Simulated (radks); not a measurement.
Results of a calculation; reference values are marked as such.
Spherical jellium clusters: N electrons in a uniform positive sphere of charge N and radius rs N^(1/3), rs = 5.25 bohr. Level of theory: non-relativistic Kohn-Sham, PBEsol, spin-polarised, spherical densities (a radial shooting solver with Libxc functionals). Levels are named by radial order and angular momentum (1s, 1p, 1d, 2s, ...), and open shells are averaged over m.

N = 10, configuration 1s2 1p6 1d(up 2, down 0). This is the lowest configuration that the search found. Occupied levels:

level,occupation,eigenvalue (eV),<r> (bohr)
1s up,1,-3.5094,7.599
1s down,1,-3.4122,7.088
1p up,3,-2.9009,8.781
1p down,3,-2.7110,8.510
1d up,2,-2.0932,9.751

Energy (eV): total -17.2798, kinetic 11.031, external -286.23, Hartree 142.27, exchange-correlation -28.702, background 144.35.
